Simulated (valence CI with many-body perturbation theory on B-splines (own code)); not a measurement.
## E1 transitions of Br³⁰⁺

Method: relativistic CI+MBPT: three valence electrons over a frozen Dirac-Fock core [He], a basis of 11 s, 11 p, 10 d, 8 f, 5 g, 2 h functions for each j, with the one-electron correlation potential Σ1 (screened to all orders), the two-electron term Σ2, the three-electron term Σ3, Breit, model QED; selected single and double excitations, second order for the rest, scaled by the run's own slope (own B-spline code, finite nucleus).

The last digits are not significant, and no measured levels were compared; by estimate large intervals hold to a few tenths of a per cent, small ones and those within an open d or f shell to about a per cent.

Lines 101 to 150 of 593 in falling wavelength, among levels below 211.82 Ry, chosen from the strongest by gf and those to the six lowest levels. Wavelengths and rates use the calculated energies. Electric multipoles are in the length gauge, E1 and E2 with the static RPA response of the core. Weak lines are less certain than strong ones. Lines between different terms over intervals too small for the method are left out, as are lines whose strength nearly cancels. Where a level lies close to another of its J and parity, the split of strength between their lines is uncertain. The highest levels of a list are the least certain.

Levels are named by their leading jj configuration (3d3/2^4 stands for four electrons in 3d with j = 3/2), which in mixed levels can hold well under half, so a name can repeat and another be missing. Letters in brackets count levels of one name in rising energy.

| λ vac (nm) | Upper | Lower | A (s⁻¹) | log gf | Branch % |
| --- | --- | --- | --- | --- | --- |
| 27.86 | (2s 2p3/2 3p3/2) J=5/2 [a] | (2s 2p3/2 3s) J=3/2 [a] | 2.67e+09 | -0.73 | 0.0 |
| 27.65 | (2s 2p3/2 3p3/2) J=7/2 | (2s 2p3/2 3s) J=5/2 | 4.53e+09 | -0.38 | 13.6 |
| 27.51 | (2p1/2 2p3/2 3p3/2) J=5/2 [b] | (2p1/2 2p3/2 3s) J=3/2 [b] | 3.78e+09 | -0.59 | 0.0 |
| 26.22 | (2s 2p1/2 3p3/2) J=5/2 | (2s 2p1/2 3s) J=3/2 | 5.51e+09 | -0.47 | 0.7 |
| 26.15 | (2s^2 3p3/2) J=3/2 | (2s^2 3s) J=1/2 | 4.66e+09 | -0.72 | 0.5 |
| 25.77 | (2s 2p3/2 3p3/2) J=3/2 [b] | (2s 2p3/2 3s) J=1/2 | 2.96e+09 | -0.93 | 0.0 |
| 25.19 | (2s 2p1/2 3p3/2) J=3/2 [a] | (2s 2p1/2 3s) J=1/2 [a] | 5.08e+09 | -0.71 | 0.1 |
| 24.31 | (2p1/2 2p3/2 3p3/2) J=5/2 [b] | (2p1/2 2p3/2 3s) J=5/2 | 2.54e+09 | -0.87 | 0.0 |
| 21.82 | (2s 2p3/2 3p3/2) J=5/2 [a] | (2s 2p3/2 3s) J=5/2 | 3.27e+09 | -0.85 | 0.0 |
| 21.61 | (2p3/2^2 3p3/2) J=3/2 [a] | (2p3/2^2 3s) J=3/2 | 8.45e+09 | -0.63 | 0.0 |
| 15.77 | (2s 2p1/2 2p3/2) J=5/2 | (2s^2 2p3/2) J=3/2 | 7.85e+08 | -1.76 | 100.0 |
| 12.55 | (2p1/2^2 2p3/2) J=3/2 | (2s 2p1/2 2p3/2) J=3/2 [b] | 2.33e+09 | -1.66 | 3.1 |
| 12.13 | (2p1/2^2 4f5/2) J=5/2 | (2s 2p1/2 4f5/2) J=7/2 | 8.46e+09 | -0.95 | 0.1 |
| 12.10 | (2p1/2^2 4f7/2) J=7/2 | (2s 2p1/2 4f7/2) J=9/2 | 8.31e+09 | -0.84 | 0.1 |
| 11.97 | (2p1/2 2p3/2 3d5/2) J=7/2 [a] | (2s 2p3/2 3d5/2) J=9/2 | 6.72e+09 | -0.94 | 0.3 |
| 11.91 | (2p1/2^2 4d5/2) J=5/2 | (2s 2p1/2 4d5/2) J=7/2 | 1.07e+10 | -0.87 | 0.0 |
| 11.45 | (2p1/2^2 3d5/2) J=5/2 | (2s 2p1/2 3d5/2) J=7/2 | 1.14e+10 | -0.87 | 0.0 |
| 10.96 | (2p1/2 2p3/2 3d5/2) J=9/2 | (2s 2p3/2 3d5/2) J=9/2 | 7.82e+09 | -0.85 | 8.1 |
| 10.94 | (2p1/2 2p3/2 3p3/2) J=7/2 | (2s 2p3/2 3p3/2) J=7/2 | 8.81e+09 | -0.90 | 0.1 |
| 10.87 | (2p3/2^2 3p3/2) J=5/2 | (2s 2p3/2 3p3/2) J=3/2 [b] | 1.06e+10 | -0.95 | 0.1 |
| 10.63 | (2p3/2^2 3d5/2) J=9/2 | (2s 2p3/2 3d5/2) J=7/2 [b] | 1.06e+10 | -0.75 | 9.8 |
| 10.42 | (2p3/2^2 3p3/2) J=7/2 | (2s 2p3/2 3p3/2) J=5/2 [b] | 1.63e+10 | -0.67 | 0.1 |
| 10.35 | (2p3/2^2 3s) J=5/2 | (2s 2p3/2 3s) J=3/2 [b] | 1.70e+10 | -0.79 | 0.1 |
| 10.01 | (2p3/2^2 3d3/2) J=7/2 | (2s 2p3/2 3d3/2) J=5/2 [b] | 1.06e+10 | -0.89 | 0.0 |
| 9.940 | (2p3/2^2 3p1/2) J=5/2 | (2s 2p3/2 3p1/2) J=3/2 [b] | 1.53e+10 | -0.87 | 0.1 |
| 9.795 | (2p1/2 2p3/2^2) J=5/2 | (2s 2p3/2^2) J=5/2 | 1.74e+10 | -0.82 | 28.3 |
| 9.533 | (2p1/2 2p3/2^2) J=3/2 | (2s 2p1/2 2p3/2) J=1/2 | 2.07e+10 | -0.95 | 26.5 |
| 9.374 | (2p1/2^2 2p3/2) J=3/2 | (2s 2p1/2 2p3/2) J=5/2 | 2.57e+10 | -0.87 | 34.1 |
| 9.054 | (2s 2p3/2^2) J=5/2 | (2s^2 2p3/2) J=3/2 | 1.27e+10 | -1.03 | 100.0 |
| 8.859 | (2p1/2 2p3/2^2) J=3/2 | (2s 2p1/2 2p3/2) J=3/2 [b] | 9.84e+09 | -1.33 | 12.6 |
| 8.442 | (2p3/2^3) J=3/2 | (2s 2p3/2^2) J=3/2 | 6.45e+10 | -0.56 | 54.5 |
| 8.342 | (2p1/2^2 2p3/2) J=3/2 | (2s 2p1/2 2p3/2) J=3/2 [a] | 1.50e+10 | -1.20 | 19.8 |
| 8.208 | (2p3/2^2 3d5/2) J=5/2 [b] | (2s 2p3/2 3d5/2) J=5/2 [b] | 2.69e+10 | -0.79 | 0.0 |
| 8.188 | (2p1/2 2p3/2^2) J=5/2 | (2s 2p1/2 2p3/2) J=3/2 [b] | 1.80e+10 | -0.96 | 29.4 |
| 8.162 | (2p1/2 2p3/2 3p3/2) J=5/2 [a] | (2s 2p1/2 3p3/2) J=3/2 [a] | 2.13e+10 | -0.89 | 0.1 |
| 8.131 | (2p3/2^2 3p3/2) J=5/2 | (2s 2p3/2 3p3/2) J=5/2 [a] | 2.06e+10 | -0.91 | 0.1 |
| 8.131 | (2p1/2 2p3/2 3d5/2) J=9/2 | (2s 2p1/2 3d5/2) J=7/2 | 1.32e+10 | -0.88 | 13.7 |
| 8.051 | (2p1/2 2p3/2 3p3/2) J=7/2 | (2s 2p1/2 3p3/2) J=5/2 | 1.92e+10 | -0.82 | 0.1 |
| 8.036 | (2p3/2^2 3p3/2) J=3/2 [b] | (2s 2p3/2 3p3/2) J=3/2 [b] | 2.89e+10 | -0.95 | 0.2 |
| 7.899 | (2p3/2^2 3d5/2) J=5/2 [b] | (2s 2p3/2 3d5/2) J=7/2 [b] | 4.15e+10 | -0.63 | 0.1 |
| 7.897 | (2p3/2^2 3p1/2) J=1/2 | (2s 2p3/2 3p1/2) J=3/2 [b] | 6.20e+10 | -0.94 | 0.3 |
| 7.863 | (2p3/2^2 3s) J=1/2 | (2s 2p3/2 3s) J=3/2 [b] | 6.08e+10 | -0.95 | 0.4 |
| 7.857 | (2s 2p3/2 3d5/2) J=7/2 [b] | (2s^2 3d5/2) J=5/2 | 3.43e+10 | -0.60 | 0.1 |
| 7.852 | (2p3/2^2 3d3/2) J=3/2 [b] | (2s 2p3/2 3d3/2) J=5/2 [b] | 4.75e+10 | -0.76 | 0.1 |
| 7.848 | (2p3/2^2 3p3/2) J=3/2 [b] | (2s 2p3/2 3p3/2) J=5/2 [b] | 4.38e+10 | -0.79 | 0.2 |
| 7.789 | (2s 2p3/2 4f7/2) J=7/2 [b] | (2s^2 4f7/2) J=7/2 | 3.75e+10 | -0.56 | 0.3 |
| 7.786 | (2s 2p3/2 4f5/2) J=5/2 [b] | (2s^2 4f5/2) J=5/2 | 4.64e+10 | -0.60 | 0.3 |
| 7.764 | (2s 2p3/2 4d5/2) J=7/2 [b] | (2s^2 4d5/2) J=5/2 | 3.95e+10 | -0.54 | 0.3 |
| 7.745 | (2s 2p3/2 4p3/2) J=5/2 [b] | (2s^2 4p3/2) J=3/2 | 4.83e+10 | -0.58 | 0.6 |
| 7.728 | (2s 2p3/2 4f7/2) J=9/2 [b] | (2s^2 4f7/2) J=7/2 | 3.95e+10 | -0.45 | 0.3 |
